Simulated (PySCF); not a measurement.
Ge(Cl)2(OH)2 (Cl2GeH2O2), SMILES [Cl][Ge]([OH])([Cl])[OH].

The structure is a stationary point at r2SCAN-D4/def2-SVP. The values are those of a single conformer.

Computed with PySCF with r2SCAN/def2-TZVP.

Question: Estimate the frontier levels, gap, dipole moment and polarisability. (Estimate from the structure and the level; the computed values follow.)

Answer: 
The highest occupied level is -8.18 eV. The lowest empty level is -1.94 eV, the orbital gap comes out as 6.24 eV and the dipole moment comes out as 1.70 D. The quadrupole, principal values (traceless, Buckingham form, about the centre of nuclear charge) comes out as -9.47, 2.79, 6.68 D·Å and the mean static polarisability is 57.2 bohr³ (8.47 Å³). The polarisability, principal values is 49.2, 55.5, 66.9 bohr³.
